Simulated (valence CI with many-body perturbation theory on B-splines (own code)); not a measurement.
**Forbidden lines of Tl XVII**

Method: configuration interaction combined with many-body perturbation theory (CI+MBPT): five valence electrons over a frozen Dirac-Fock core [Kr] 4d10 4f14, a basis of 9 s, 9 p, 8 d, 6 f, 3 g, 1 h functions for each j, with the one-electron correlation potential Σ1, the two-electron term Σ2, the three-electron term Σ3, Breit, model QED; selected CI, second order for the rest (own B-spline code, finite nucleus).

No measured levels were compared; by estimate levels hold to about 250 cm⁻¹ or 0.2 % of their energy and the worst to 1 %, as in measured heavy ions of charge 2 to 7. The list stops below the first excitations out of the core. Only levels of the ground parity were solved; by the run's estimate the other parity begins above the list, which can be wrong where configurations are misplaced.

Lines 1 to 6 of 6 in falling wavelength, among levels below 44.204 eV, chosen from the decays that carry over 1 % of a level's rate. Wavelengths and rates use the calculated energies, so an error of 500 cm⁻¹ moves a line at 529.9 Å by 0.26 % and its rate by three times that or more. Electric multipoles are in the length gauge, E1 and E2 with the static RPA response of the core. Weak lines are less certain than strong ones. Lines between different terms over intervals too small for the method are left out, as are lines whose strength nearly cancels.

Levels are named by their leading jj configuration (3d3/2^4 stands for four electrons in 3d with j = 3/2), which in mixed levels can hold well under half, so a name can repeat and another be missing.

```tsv
λ vac (Å)	Upper	Lower	Type	A (s⁻¹)	Branch %
529.9	(5s^2 5p1/2 5p3/2^2) J=3/2	(5s^2 5p1/2^2 5p3/2) J=3/2	M1	1.34e+05	98.8
529.9	(5s^2 5p1/2 5p3/2^2) J=3/2	(5s^2 5p1/2^2 5p3/2) J=3/2	E2	1.60e+03	1.2
479.3	(5s^2 5p1/2 5p3/2^2) J=5/2	(5s^2 5p1/2^2 5p3/2) J=3/2	M1	2.43e+04	76.6
479.3	(5s^2 5p1/2 5p3/2^2) J=5/2	(5s^2 5p1/2^2 5p3/2) J=3/2	E2	7.37e+03	23.3
427.3	(5s^2 5p1/2 5p3/2^2) J=1/2	(5s^2 5p1/2^2 5p3/2) J=3/2	M1	1.00e+05	91.7
427.3	(5s^2 5p1/2 5p3/2^2) J=1/2	(5s^2 5p1/2^2 5p3/2) J=3/2	E2	9.06e+03	8.3
```
